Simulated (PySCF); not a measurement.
## Static response to an electric field

Species: cyclopropyl cyanosilane, C4H7NSi.
Cartesian coordinates in Å at the PBE0-D3(BJ)/def2-SVP level; atoms count from 1:
```
atom  x, y, z in Å
N1     2.491    1.837   -0.188
C2     1.992    0.805   -0.367
Si3    1.138   -0.835   -0.619
C4    -0.566   -0.673    0.098
C5    -1.351    0.611   -0.039
C6    -0.832    0.206    1.298
H7     1.140   -1.094   -2.087
H8     1.974   -1.860    0.068
H9    -1.157   -1.595    0.049
H10   -0.875    1.463   -0.535
H11   -2.423    0.523   -0.233
H12    0.000    0.780    1.719
H13   -1.540   -0.167    2.043
```

Level: PBE0/def2-SVPD (PySCF), static field, nuclei fixed, core orbitals frozen in the response. The polarisability tensor in these axes (au):

```
x   77.61  2.33 -4.05
y    2.33 76.95  3.65
z   -4.05  3.65 66.98
```

Q: What are the eigenvalues, a third of the trace, and Δα (Δα² = ½Σ(αi − αj)² over the three pairs)?

A: Principal values 64.22, 77.62 and 79.70 au; mean 73.85 au = 10.94 Å³ = 12.18 × 10⁻⁴⁰ C²·m²/J; Δα = 14.56 au (20 % of the mean).

Q: What is the dipole moment, and where does it point?

A: (-2.72, -2.87, 0.02) D, 3.96 D in size, pointing from the negative to the positive side. Measured along this direction, the outermost atoms are N1 at the negative end and H9 at the positive end.

Q: Refractivity n − 1 of an ideal gas of it at 350 K and 1 atm, from the electronic α?

A: N = p/kT = 2.0968 × 10¹⁹ cm⁻³, so n − 1 = 2π × N × 10.94 × 10⁻²⁴ cm³ = 1442 × 10⁻⁶ at long wavelengths, for an ideal gas.

Q: Molar refractivity from α?

A: Lorentz–Lorenz: R = (4π/3)N_A α = 2.5225 cm³/(mol·Å³) × 10.94 Å³ = 27.6 cm³/mol, in the limit of long wavelengths.

Q: Give the principal axes and the span of the nuclei along them.

A: Largest value along (0.82, 0.56, -0.10), where the nuclei span 4.95 Å; middle along (-0.47, 0.76, 0.44), 3.82 Å; least along (0.32, -0.31, 0.89), 2.60 Å. The response follows the extents in order.

The structure is a single PBE0-D3(BJ)/def2-SVP conformer in the gas phase; no vibrational or solvent corrections.
